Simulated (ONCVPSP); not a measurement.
**ruthenium (Ru): one change to an ONCV potential, before and after**

ONCVPSP 4.0.1 input, shortened (lines: element, Z, core and valence counts, functional; n l f; lmax; l rc ep ncon nbas qcut; lloc lpopt rc5 dvloc0; l nproj debl; icmod fcfact rcfact), LDA (Perdew-Wang 92), scalar-relativistic:

```
  Ru 44.00    6    4  -001012      upf
    1    0    2.00
    2    0    2.00
    2    1    6.00
    3    0    2.00
    3    1    6.00
    3    2   10.00
    4    0    2.00
    4    1    6.00
    4    2    7.00
    5    0    1.00
    2
    0    1.75    0.00    3    7    7.10
    1    1.20    0.00    4    8    6.70
    2    2.35    0.00    4    9    5.60
    4    5    0.90    2.00
    0    2    2.80
    1    3    3.20
    2    1    1.60
    3    3.00    1.35
```

Change: d: ncon 3, nbas 8.

Cutoffs: the cutoffs (Ha) at which the residual kinetic energy of the hardest occupied pseudo-wave falls to 1 and 0.1 mHa per electron; they do not see the model core or the augmentation charge, which bear on the density cutoff. Errors are all-electron minus pseudo energies relative to the spin-unpolarised reference configuration.

Problem. How do hardness, ghosts and transferability respond?

Solution. The potential gets neither clearly harder nor softer (79 Ha and 140 Ha → 79 Ha and 140 Ha); of the 4 tests that both files solve, the error grows in 4 and shrinks in 0 by more than 15 % and 0.3 meV (median size 6.4 → 8.3 meV); neither file shows a bound ghost.

```tsv
quantity	base	changed
cutoff, loose	79 Ha	79 Ha
cutoff, tight	140 Ha	140 Ha
loose cutoff by channel	s 16 Ha, p 79 Ha, d 13 Ha	s 16 Ha, p 79 Ha, d 13 Ha
bound ghosts	none	none
GHOST(+) flags under 300 eV	s at 71.3 eV	s at 71.3 eV
error for 4s2 4p6 4d7 5s0, meV [ΔE 7.61 eV]	+0.8	+1.2
error for 4s2 4p6 4d6 5s0, meV [ΔE 26.04 eV]	-11	-13
error for 4s2 4p6 4d5 5s0, meV [ΔE 56.89 eV]	+47	+62
error for 4s2 4p6 4d7.5 5s0.5, meV [ΔE -0.28 eV]	+1.7	+3.1
s: phases at 1.77 bohr within 0.05 rad from the reference energy up to (Ha; the scan ends near 5)	2.3	2.3
p: phases at 1.22 bohr within 0.05 rad from the reference energy up to (Ha; the scan ends near 5)	to the end of the scan	to the end of the scan
d: phases at 2.39 bohr within 0.05 rad from the reference energy up to (Ha; the scan ends near 5)	0.7	0.7
rms error of d²Exc/dni dnj with the model core, mHa	1.23	1.34
```
